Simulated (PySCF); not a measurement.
Al(Me)(OH)2 (CH5AlO2), SMILES [CH3][Al]([OH])[OH].

Coordinates come from a ωB97X-D3(BJ)/def2-SVP optimisation. The isomer is the one that the SMILES or the coordinates give; other isomers of the formula were not compared. Other conformers were not sampled.

Two levels are set side by side: PBE/def2-TZVP (PySCF) and HF/def2-TZVP (PySCF). Same geometry, gas phase. Differences are taken from unrounded values.

| quantity | PBE |
|---|---|
| orbital gap (eV) | 6.18 |
| highest occupied level (eV) | -7.09 |
| lowest empty level (eV) | -0.91 |
| dipole moment (D) | 1.59 |
| mean polarisability (bohr³) | 45.0 |

### Question
These are the PBE values. What does HF give? (The exact figures need the calculation; the answer reports its results.)

### Answer

| quantity | HF | PBE minus HF |
|---|---|---|
| orbital gap (eV) | 14.32 | -8.14 |
| highest occupied level (eV) | -11.77 | 4.69 |
| lowest empty level (eV) | 2.55 | -3.46 |
| dipole moment (D) | 1.89 | -0.30 |
| mean polarisability (bohr³) | 37.6 | 7.4 |

Without exact exchange PBE keeps part of each electron's self-repulsion, which lifts occupied levels and narrows the gap. Loosely held outer electrons make PBE densities more polarisable. Differences between two approximate levels are no errors against the true value.

Rough cost on one machine, each run with all the roots and properties that it gave: HF against PBE about 1/4.
